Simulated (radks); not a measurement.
Species: Pb XII. Configuration: [Xe] 4f14 5d1 6s2 (not the ground configuration). All-electron calculation, Dirac Kohn-Sham, LDA (Slater exchange, Perdew-Wang correlation), spin-unpolarised, spherical densities, finite nucleus; open shells are shared between the two j in proportion to 2j + 1; Fermi nuclear charge, rms radius 5.5012 fm. Program: a radial shooting solver on a logarithmic mesh with Libxc functionals.

Spin-orbit splittings of the eigenvalues, e(l+1/2) - e(l-1/2), with zeta = 2 splitting/(2l+1) and mean radii in bohr:

shell  occ.  splitting (eV)  zeta (eV)  <r> j=l-1/2  <r> j=l+1/2
2p        6            2187       1458      0.05489      0.06381
3p        6           488.1      325.4       0.1645       0.1807
3d       10           104.0      41.62       0.1569       0.1619
4p        6           120.1      80.08       0.3849       0.4193
4d       10           22.50      9.001       0.4233       0.4342
4f       14           5.141      1.469       0.4447       0.4505
5p        6           26.32      17.55       0.8630       0.9315
5d        1           4.190      1.676        1.048        1.069
5f        0          0.6946     0.1984        1.365        1.375
6p        0           8.293      5.529        1.673        1.771
